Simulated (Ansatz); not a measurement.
Start from `C[SiH2][Al]([F])[SiH3]` and change one atom or group to get `C[S][Al]([F])[SiH3]`.

Ansatz, PBE0-D4/def2-TZVP geometries, multiplicity 1. Each molecule was computed in one conformer, which needn't be the lowest.

| property | `C[SiH2][Al]([F])[SiH3]` |
| --- | --- |
| HOMO–LUMO gap (ωB97M-V/def2-TZVPP) / eV | 8.62 |
| size of the dipole moment (B3LYP/def2-TZVPP) / D | 1.98 |
| size of the dipole moment (PBE/def2-TZVPP) / D | 2.00 |
| HOMO energy (PBE/def2-TZVPP) / eV | -6.05 |
| HOMO–LUMO gap (PBE/def2-TZVPP) / eV | 3.32 |
| LUMO energy (PBE0/def2-TZVPP) / eV | -2.01 |

Problem. What does the change do to each property? (Best estimate.)

Solution. Ansatz gave: 
```tsv
property	`C[S][Al]([F])[SiH3]`	shift
HOMO–LUMO gap (ωB97M-V/def2-TZVPP) / eV	9.81	1.19
size of the dipole moment (B3LYP/def2-TZVPP) / D	2.67	0.69
size of the dipole moment (PBE/def2-TZVPP) / D	2.64	0.64
HOMO energy (PBE/def2-TZVPP) / eV	-6.22	-0.17
HOMO–LUMO gap (PBE/def2-TZVPP) / eV	4.07	0.75
LUMO energy (PBE0/def2-TZVPP) / eV	-1.42	0.59
```

With PBE0 the HOMO falls by 0.30 eV and the LUMO rises by 0.59 eV, so the gap widens by about 0.89 eV. PBE moves the HOMO by -0.17 eV and ωB97M-V by -0.59 eV. Dipoles are sizes alone; their direction can turn.

B3LYP here is the variant with VWN-RPA as its local correlation; programs differ in this.
